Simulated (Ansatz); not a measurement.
Calculated with Ansatz (gas phase, PBE0-D4/def2-TZVP geometries, no zero-point term in ΔE). CCSD(T)/CBS is the MP2 limit (def2-TZVPP, def2-QZVPP) plus CCSD(T) − MP2 in def2-TZVPP, frozen cores. Functionals use def2-TZVPP. B3LYP here is the variant with VWN-RPA as its local correlation; programs differ in this. def2 core potentials past Kr. For I outer-core shells are correlated without core-valence functions, which leaves a few kJ/mol of doubt a bond. One conformer a species, not always the lowest.

Consider the substitution at a C–S bond: `O[SiH2]SC[SiH3]` + HI → `[SiH3]CI` + `O[SiH2]S`.

```json
{"level": "B3LYP-D4", "ΔE (kJ/mol)": "-15.3"}
{"level": "PBE0", "ΔE (kJ/mol)": "-18.3"}
{"level": "HF/CBS(def2)", "ΔE (kJ/mol)": "-25.2"}
{"level": "MP2/CBS(def2)", "ΔE (kJ/mol)": "-24.1"}
```

(1) What does CCSD(T)/CBS give? (An estimate is asked.)

Largest T1 diagnostic among the species: 0.012.

## Answers

(1) Ansatz gave: -21.8 kJ/mol. The listed levels differ from it by 6.5, 3.5, -3.4, -2.3 kJ/mol.

The D4 term adds +8.1 kJ/mol with B3LYP and +4.8 kJ/mol with PBE0; it sums over pairs of atoms, weighted by their polarisabilities, and B3LYP, whose exchange is more repulsive, gets the larger term. In def2-TZVPP, CCSD(T) changes the Hartree–Fock value by +5.9 kJ/mol (the triples alone add +0.7 kJ/mol) and MP2 by +3.6 kJ/mol.
